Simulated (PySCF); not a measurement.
Compound: C₇H₉F.
Atom-mapped SMILES: `[CH:1]#[C:2][C@@H:3]1[C@H:4]([CH3:5])[CH2:6][C@@H:7]1[F:8]` (hydrogens: H9 on C1; H10 on C3; H11 on C4; H12, H13, H14 on C5; H15, H16 on C6; H17 on C7)

Cartesian coordinates in Å at the GFN2-xTB level; atoms count from 1:
```
atom  x, y, z in Å
C1     0.843    0.380   -2.577
C2     0.807    0.541   -1.392
C3     0.728    0.747    0.033
C4     0.198   -0.472    0.843
C5     0.233   -1.831    0.171
C6    -1.175    0.218    0.946
C7    -0.535    1.525    0.478
F8    -1.215    2.194   -0.506
H9     0.889    0.241   -3.616
H10    1.670    1.171    0.388
H11    0.692   -0.524    1.815
H12   -0.289   -2.562    0.785
H13   -0.243   -1.786   -0.805
H14    1.261   -2.161    0.036
H15   -1.874   -0.155    0.200
H16   -1.655    0.233    1.921
H17   -0.342    2.253    1.271
```

Method used: TDDFT wB97X-D/def2-SVPD, vertical, gas phase, core orbitals frozen in the response (PySCF).

Ground-to-excited transition dipoles (e·a0, same axes as the geometry; the sign carries no meaning), for the states with f of 0.002 or more among the lowest 8:

```tsv
state	E (eV)	μx	μy	μz
S3	6.829	0.121	0.054	-0.057
S4	7.875	-0.242	-0.081	0.307
S5	7.945	-0.157	0.432	-0.018
S6	8.325	0.276	0.192	0.635
S7	8.446	-0.091	0.135	-0.222
S8	8.750	0.044	0.120	0.280
```

**Question.** What oscillator strength does each state have?

**Answer.** f = (2/3) ΔE |μ|² with ΔE in hartree (27.2114 eV).

```tsv
state	|μ|² (au)	|μ| (D)	f
S3	0.021	0.37	0.003
S4	0.159	1.01	0.031
S5	0.212	1.17	0.041
S6	0.516	1.83	0.105
S7	0.076	0.70	0.016
S8	0.095	0.78	0.020
```

**Question.** What angle do the transition dipoles of S7 and S8 make?

**Answer.** |cos θ| = |μa·μb| / (|μa| |μb|) = 0.59, so θ ≈ 54° (taken between 0 and 90°, since the signs are arbitrary).

**Question.** What peak molar absorption coefficient would the strongest computed level give as a lone Gaussian band 0.4 eV wide at half height?

**Answer.** ε(max) = 2.175×10⁸ f / FWHM, with the width in cm⁻¹. S6: 2.175×10⁸ × 0.1053 / 3226 ≈ 7100 L mol⁻¹ cm⁻¹.

Time: 1.7 min of wall time; peak memory 1.0 GiB. Hardware: Arm Neoverse N1, one thread, shared host.

One conformer stands for the species.
